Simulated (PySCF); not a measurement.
Cl4Ga, charge -1, singlet, at a GFN2-xTB geometry (such geometries of metal compounds can be far from the true shape). Base run: PBE0/6-31G (PySCF).

Here is a job for PySCF.
```python
from pyscf import gto, scf, dft

mol = gto.M(
    atom='''
Ga    0.000000    0.000000   -0.000000
Cl    1.712787   -0.599084   -1.193301
Cl    0.655374    0.491900    2.011226
Cl   -0.937679    1.739129   -0.901498
Cl   -1.430483   -1.631945    0.083574
''',
    basis='6-31g',
    charge=-1,
    spin=0,
    verbose=4,
)

mf = dft.RKS(mol)
mf.xc = 'pbe0'
mf.kernel()
mf.analyze()
```

Variants of this job, named by their change:

```tsv
change	E (Eh)	HOMO (eV)	HOMO-LUMO gap (eV)	core-seconds (rough)	outcome
base	-3764.67329	-4.63	8.12	10	converged
functional = o3lyp	-3765.90610	-3.76	6.97	10	converged
functional = revpbe	-3765.02495	-3.08	5.86	10	converged
functional = x3lyp	-3765.33469	-4.32	7.67	10	converged
functional = b3lyp; dispersion = d3bj	-3765.64056	-4.26	7.52	10	converged
functional = hse06	-3764.74276	-4.21	7.30	70	converged
functional = blyp	-3765.55284	-2.87	5.66	10	converged
functional = b97-1	-3765.24392	-4.30	7.74	10	converged
functional = pbe; dispersion = d3bj	-3764.47280	-3.11	5.78	10	converged
functional = pw6b95	-3767.90537	-4.66	8.17	10	converged
functional = m06l	-3765.46000	-3.60	6.53	20	converged
functional = wb97x_v	-	-	-	-	cut at the time limit
functional = pbe; dispersion = d3zero	-3764.46827	-3.11	5.78	10	converged
```

Totals shift with the method and basis; they matter in differences.
